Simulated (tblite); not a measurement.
Species: C8H12NP.
Geometry (GFN2-xTB, Å), atoms numbered from 1 in this order:
```
atom  x, y, z in Å
C1     1.6847   -2.6938    0.6680
C2     1.6418   -1.4971    0.6754
C3     1.5659   -0.0618    0.6767
P4    -0.1049    0.5773    0.1089
N5    -0.4396    2.0907    0.2759
C6     0.2969    3.2142   -0.2619
C7    -0.3517   -0.3478   -1.5001
C8    -1.2161   -1.5034   -1.1038
C9    -1.7052   -1.5190    0.1246
C10   -1.3530   -0.3851    1.0351
H11    1.7265   -3.7413    0.6648
H12    1.7182    0.3384    1.6855
H13    2.3261    0.3662    0.0129
H14    1.3318    3.2562    0.0933
H15    0.3119    3.2309   -1.3563
H16   -0.2144    4.1145    0.0830
H17    0.5821   -0.6773   -1.9606
H18   -0.8727    0.3049   -2.2084
H19   -1.4208   -2.2745   -1.8316
H20   -2.3453   -2.3052    0.4950
H21   -0.9663   -0.7380    1.9945
H22   -2.2063    0.2704    1.2273
```

Method: GFN2-xTB as coded in tblite; computed harmonic values from a numerical Hessian at the method's own geometry, unscaled. Errors from tens to a few hundred cm⁻¹ against measured bands are possible. One conformer, not necessarily the lowest.

Harmonic wavenumbers (cm⁻¹): 40.2, 48.5, 75.9, 110.1, 128.4, 133.6, 198.8, 232.3, 256.8, 294.3, 331.6, 356.9, 369.0, 446.0, 599.0, 620.4, 639.0, 666.0, 696.6, 726.6, 736.1, 798.9, 823.1, 831.2, 892.3, 918.4, 987.1, 1005.7, 1006.9, 1055.1, 1076.6, 1078.9, 1085.3, 1113.9, 1119.4, 1162.7, 1198.7, 1217.6, 1300.5, 1306.1, 1393.7, 1404.8, 1412.4, 1420.6, 1495.3, 1496.9, 1705.9, 2284.6, 2902.2, 2906.0, 2917.1, 2922.2, 2923.7, 2938.6, 2952.2, 2956.4, 2985.9, 3072.8, 3089.6, 3403.2.

A = 1705, B = 979.1, C = 778.0 MHz; mass 153.071 u (most abundant isotopes); point group C1, symmetry number 1.

**Question.** Zero-point energy?

**Answer.** Half the sum of the wavenumbers: 38134 cm⁻¹ = 109.03 kcal/mol.

**Question.** Entropy at 273.15 K, 1 bar (ideal gas, RRHO, classical rotation)?

**Answer.** Translation 40.58, rotation 29.63, vibration 35.71: S = 105.9 cal/(mol K).

**Question.** And Cp and H(273.15 K) − H(0)?

**Answer.** Cp = 43.23 cal/(mol K), of which vibrations give 35.28 (their classical limit is 60 R = 119.2); H(273.15 K) − H(0) = 7.19 kcal/mol without the zero-point energy, 5.02 from vibrations.

**Question.** How do the functions run with temperature in this model?

**Answer.** 
| T (K) | S (cal/(mol K)) | Cp (cal/(mol K)) | H − H(0) (kcal/mol) | G − H(0) (kcal/mol) | ln q(vib) |
| --- | --- | --- | --- | --- | --- |
| 50 | 61.7 | 15.5 | 0.56 | -2.53 | 0.88 |
| 100 | 74.7 | 22.5 | 1.52 | -5.95 | 2.64 |
| 298.15 | 109.8 | 46.3 | 8.31 | -24.44 | 9.56 |
| 373.15 | 121.2 | 55.2 | 12.12 | -33.11 | 12.07 |
| 500 | 139.2 | 67.8 | 19.95 | -49.64 | 16.21 |
| 750 | 170.2 | 85.0 | 39.22 | -88.42 | 23.96 |
| 1000 | 196.3 | 96.3 | 61.97 | -134.32 | 31.07 |

q(vib) and H(0) count from the zero-point level.

**Question.** Blend soft modes into free rotors: weight 1/[1 + (100 cm⁻¹/ν̃)⁴] for the oscillator and the rest for a rotor with moment μB/(μ + B), μ = h/(8π²ν), B = 10⁻⁴⁴ kg m². What vibrational entropy results?

**Answer.** 32.34 cal/(mol K) in place of 35.71, which changes −T·S at 273.15 K by +0.92 kcal/mol.

Hindered rotation and anharmonicity are outside this model. Other conformers, if any are populated, would add a mixing term that is left out. The structure is chiral; the term R ln 2 for an equal mix with its mirror image is left out.
